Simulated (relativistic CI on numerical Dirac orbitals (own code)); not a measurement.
How well does a small relativistic CI reproduce Pb+?

Calculated at this level of theory: Dirac-Coulomb-Breit CI, KLI orbitals optimised for each configuration, QED by a radiative potential, valence Slater integrals scaled by 0.85, P86 correlation estimate, and configurations built on the next ion tied to the tabulated ionisation energy (semi-empirical) (own radial code, finite nucleus).

CI space (outside the closed core [Xe] 4f14 5d10): 6s²6p, 6s6p², 6s²7s, 6s²6d, 6s²7p, 6s²8s, 6s²5f, 6s²7d, 6s²6g, 6s²6f, 6s²7f, 6p³, 6s6p6d, 6s²8p, 6s²5g, 6s6p7s. Levels of other configurations are missing.

```
Configuration  Term (tabulated)    J  Measured (cm⁻¹)  Computed  Error  Purity (%)
        6s²6p               2P°  1/2              0.0         0      0          98
        6s²6p               2P°  3/2          14081.1     13643   -439          98
        6s6p²                4P  1/2          57910.5     54032  -3879          92
        6s²7s                2S  1/2          59448.6     59717    269          99
        6s6p²                4P  3/2          66124.5     61358  -4767          97
        6s²6d              2D †  5/2          68964.3     71933   2968          61
        6s²6d              2D †  3/2          69739.6     69194   -546          81
        6s²7p               2P°  1/2          74459.0     73767   -692          99
        6s²7p               2P°  3/2          77272.6     76558   -715          99
        6s²8s                2S  1/2          89180.2     89099    -81          97
        6s²5f               2F°  7/2          92515.2     91638   -877          99
        6s²5f               2F°  5/2          92530.7     91661   -869          99
        6s²7d                2D  3/2          94284.6     95058    774          89
        6s²7d                2D  5/2          95304.2     96675   1371          71
        6s²6g                2G  9/2         108969.6    109049     80         100
        6s²6g                2G  7/2         108969.7    109049     80         100
```

Measured levels from NIST Handbook of Basic Atomic Spectroscopic Data (Sansonetti and Martin, J. Phys. Chem. Ref. Data 34, 1559 (2005)); pairs were made by configuration, J and term (by order where the table uses no LS term), so strongly mixed levels may be paired wrongly.

Mean error by configuration (cm⁻¹): 6s²6p -439; 6s6p² -4323; 6s²7s 269; 6s²7p -703; 6s²8s -81; 6s²5f -873; 6s²7d 1072; 6s²6g 80. Over the excited levels the mean absolute error is 1145 cm⁻¹ (15 of the 17 excited levels that our extract of the source holds in range could be paired, and the others can miss by more), and the median relative error of those above 1,000 cm⁻¹ is 0.93 %. † marks terms whose computed intervals miss the measured ones by more than a factor of 2.5, or configurations far off the rest, from wrong mixing, a near crossing or a doubtful label or measurement; they are left out of the means.

Transition probabilities of persistent lines. The last column rescales the computed rate by the cube of measured over computed energy:

| λ measured (Å) | Lower | Upper | A tabulated (s⁻¹) | A computed | A rescaled |
| --- | --- | --- | --- | --- | --- |
| 1433.91 vacuum | 6s²6p ²P°1/2 | 6s²6d ²D3/2 | 1.41e+09 | 3.11e+08 | 3.19e+08 |
| 1822.05 vacuum | 6s²6p ²P°3/2 | 6s²6d ²D5/2 | 1.18e+09 | 5.93e+08 | 4.95e+08 |
| 2203.53 air | 6s²6p ²P°3/2 | 6s²7s ²S1/2 | 4.94e+08 | 5.36e+08 | 5.12e+08 |
